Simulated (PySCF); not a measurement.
**Charge on either side of a bond**

Species: C7H13NP (charge -1).
Atom-mapped SMILES: `[CH3:1][C:2]#[C:3][P-:4][N:5]([CH2:6][CH3:7])[CH2:8][CH3:9]` (hydrogens: H10, H11, H12 on C1; H13, H14 on C6; H15, H16, H17 on C7; H18, H19 on C8; H20, H21, H22 on C9)

Cartesian coordinates in Å at the GFN2-xTB level; atoms count from 1:
```
atom  x, y, z in Å
C1     4.097   -1.273    0.553
C2     2.742   -0.821    0.837
C3     1.604   -0.447    1.030
P4     0.017    0.076    1.521
N5    -0.614    0.402   -0.115
C6    -0.870    1.790   -0.393
C7    -2.105    2.391    0.292
C8    -1.646   -0.492   -0.593
C9    -1.097   -1.906   -0.714
H10    4.098   -2.098   -0.169
H11    4.574   -1.627    1.472
H12    4.714   -0.464    0.142
H13   -0.968    1.918   -1.486
H14    0.016    2.340   -0.060
H15   -3.018    1.930   -0.082
H16   -2.155    3.465    0.116
H17   -2.030    2.203    1.361
H18   -2.536   -0.513    0.064
H19   -1.977   -0.131   -1.581
H20   -0.292   -1.930   -1.445
H21   -1.881   -2.607   -1.003
H22   -0.683   -2.185    0.253
```

Atomic charges (e) from the PBE0/pcSseg-1 density (PySCF):

```csv
atom,Mulliken,IAO,Hirshfeld,ESP-fitted
C1,-0.1775,-0.4118,-0.1239,-0.5479
C2,-0.3800,-0.2026,-0.1538,+0.0219
C3,-0.1763,-0.2669,-0.1840,-0.1359
P4,-0.1354,-0.1319,-0.2335,-0.5648
N5,-0.6903,-0.4297,-0.1492,-0.2822
C6,-0.0041,-0.1306,-0.0451,+0.0711
C7,-0.2895,-0.4400,-0.1430,-0.2344
C8,-0.0286,-0.1280,-0.0425,+0.1448
C9,-0.2368,-0.4209,-0.1450,-0.4112
H10,+0.1067,+0.1321,+0.0276,+0.1420
H11,+0.1078,+0.1395,+0.0320,+0.1501
H12,+0.1036,+0.1279,+0.0244,+0.1309
H13,+0.0585,+0.0890,+0.0056,+0.0060
H14,+0.0942,+0.1361,+0.0152,+0.0405
H15,+0.0849,+0.1178,+0.0198,+0.0304
H16,+0.0665,+0.1125,+0.0182,+0.0267
H17,+0.1112,+0.1438,+0.0204,+0.0854
H18,+0.0570,+0.0783,-0.0010,+0.0478
H19,+0.0593,+0.0950,+0.0111,+0.0034
H20,+0.0885,+0.1302,+0.0219,+0.1166
H21,+0.0556,+0.1028,+0.0126,+0.0533
H22,+0.1243,+0.1573,+0.0118,+0.1055
```

Problem. Cut each of the bonds C1–C2, C2–C3, C3–P4, P4–N5, C6–N5 and C7–C6 in turn and sum the charges on the side of the atom named first.

Solution. In e; the other side holds the total charge, -1, less this:

```
bond cut  piece  atoms  Mulliken     IAO  Hirshfeld  ESP-fitted
   C1–C2    CH3      4    +0.141  -0.012     -0.040      -0.125
   C2–C3   C2H3      5    -0.239  -0.215     -0.194      -0.103
   C3–P4   C3H3      6    -0.416  -0.482     -0.378      -0.239
   P4–N5  C3H3P      7    -0.551  -0.614     -0.611      -0.804
   C6–N5   C2H5      7    +0.122  +0.029     -0.109      +0.026
   C7–C6    CH3      4    -0.027  -0.066     -0.085      -0.092
```

Extremes among these pieces. Mulliken: lowest C3H3P at P4, highest CH3 at C1; IAO: lowest C3H3P at P4, highest C2H5 at C6; Hirshfeld: lowest C3H3P at P4, highest CH3 at C1; ESP-fitted: lowest C3H3P at P4, highest C2H5 at C6.

Problem. Do the schemes agree better on the pieces than on the single atoms at the cuts?

Solution. The spread between schemes averages 0.199 e for the pieces and 0.315 e for the atoms named first; it is smaller for the piece at 4 of the 6 cuts. On average they agree better on the pieces. The sign differs between schemes (beyond ±0.03 e) for CH3 at C1 and C2H5 at C6.

One conformer (not necessarily the lowest) at the GFN2-xTB geometry, without solvent, vibrations or thermal averaging. GFN2-xTB frequencies show an imaginary mode (23i cm⁻¹), so this geometry is no minimum at that level. The pcSseg-1 basis has no diffuse functions, a weakness for an anion. The HOMO energy is positive at this level (+0.59 eV), so the outermost electrons may be held by the finite basis alone.

The run behind these numbers computed NMR shieldings as well. On one thread, Arm Neoverse V1 (aarch64), shared host with 32 logical CPUs at a one-minute load of 9.3, this took 47 s of wall time and 1.1 GiB of memory at its peak.
